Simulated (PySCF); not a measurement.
## C₆ coefficients of unlike pairs at BP86

Calculated with PySCF 2.14 from the dipole response of each species, C₆(A,B) = (3/π) ∫ α_A(iu) α_B(iu) du, in atomic units, from isotropic polarisabilities. For ions this is the dispersion term alone; charge-induced terms of lower order in 1/R come first.

```json
{"species": "Te³⁺", "configuration": "[Kr] 4d10 5s2 5p1 (2P)", "basis": "aug-cc-pwCVDZ-PP with ECP28MDF (6s5p4d1f)", "relativity": "core potential", "α (bohr³)": "10.23", "C₆ (like pair)": "51.49"}
{"species": "Mo", "configuration": "[Kr] 4d5 5s1 (7S)", "basis": "def2-TZVPPD with the def2 core potential (28 electrons) (6s4p3d2f1g)", "relativity": "core potential", "α (bohr³)": "64.53", "C₆ (like pair)": "576.0"}
{"species": "Se²⁺", "configuration": "[Ar] 3d10 4s2 4p2 (3P)", "basis": "aug-cc-pVTZ-PP with one added diffuse shell each of s, d, f type with ECP10MDF (7s5p5d3f)", "relativity": "core potential", "α (bohr³)": "9.312", "C₆ (like pair)": "42.54"}
```

(1) Estimate C₆ for Se²⁺ with Te³⁺.

No spin-orbit coupling is included.

The other pairs:

```
    pair     C₆
Mo, Te³⁺  153.1
Se²⁺, Mo  139.8
```

Results:

(1) The integral gives 46.54. The combination rule 2 C_A C_B / (C_A α_B/α_A + C_B α_A/α_B) gives 46.80 and the geometric mean 46.80.
